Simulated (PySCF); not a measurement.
PySCF input:

```python
from pyscf import gto, scf, dft

mol = gto.M(
    atom='''
    C    -1.02151573   -0.28340940    0.11314712
    C     0.42085633   -0.09364926    0.23265064
    Cl    1.25187985   -1.67597572    0.23180861
    Cl    1.06718525    0.94459575   -1.13853656
    Cl   -2.06346982    0.89755613    0.75171762
    H    -1.44709570   -0.99713223   -0.57459344
    H     0.70593248    0.43448974    1.13498269
    ''',
    basis='def2-tzvpd',
    charge=0,
    spin=1,
    verbose=4,
)

mf = dft.UKS(mol, xc='m062x').density_fit(auxbasis='def2-universal-jkfit')
mf.grids.level = 4
mf.conv_tol = 1e-9
mf.max_cycle = 100
mf.max_memory = 1500
mf.kernel()
if not mf.converged:
    mf = mf.newton()
    mf.kernel(mf.make_rdm1())
for _ in range(2):
    mo, _, stable, _ = mf.stability(return_status=True)
    if stable:
        break
    mf.kernel(mf.make_rdm1(mo, mf.mo_occ))
mf.analyze()
```

Task: Which total energy does the run end on?

Result: -1457.94482 Eh (M06-2X/def2-TZVPD).

It need not be the lowest isomer of its formula.
